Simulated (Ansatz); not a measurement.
GeH4 (SMILES [GeH4]) moved off its minimum; all values from Ansatz (a first-principles code), cores frozen in correlated methods.
(charge 0, multiplicity 1)
```xyz
5

Ge     0.0534    -0.0169     0.1069
H     -0.7589    -0.8197    -1.1486
H      0.5858    -0.8630     1.0243
H     -1.0222     1.0025     0.5535
H      1.2349     0.8311    -0.6864
```

| level | largest force (eV/Å) | on atom | rms difference from CCSD(T)/aug-cc-pVTZ (eV/Å) | dipole (D) |
|---|---|---|---|---|
| HF/def2-TZVPP | 7.16 | Ge1 | 0.127 | 0.98 |
| PBE/def2-TZVPP | 6.47 | Ge1 | 0.119 | 0.75 |
| r2SCAN/def2-TZVPP | 6.58 | Ge1 | 0.158 | 0.78 |
| B3LYP/def2-TZVPP | 6.60 | Ge1 | 0.116 | 0.81 |
| wB97M-V/def2-TZVPP | 6.69 | Ge1 | 0.159 | 0.85 |
| MP2/aug-cc-pVTZ | 6.99 | Ge1 | 0.080 | 0.88 |
| CCSD(T)/aug-cc-pVTZ | 6.85 | Ge1 | 0.000 | 0.84 |

The differences count from one level among others, with limits of its own. Forces at CCSD(T)/aug-cc-pVTZ (eV/Å):

```tsv
atom	Fx	Fy	Fz
Ge1	-1.891	3.083	-5.820
H2	0.954	0.618	1.407
H3	1.688	-2.851	3.254
H4	0.219	-0.102	0.329
H5	-0.969	-0.747	0.830
```
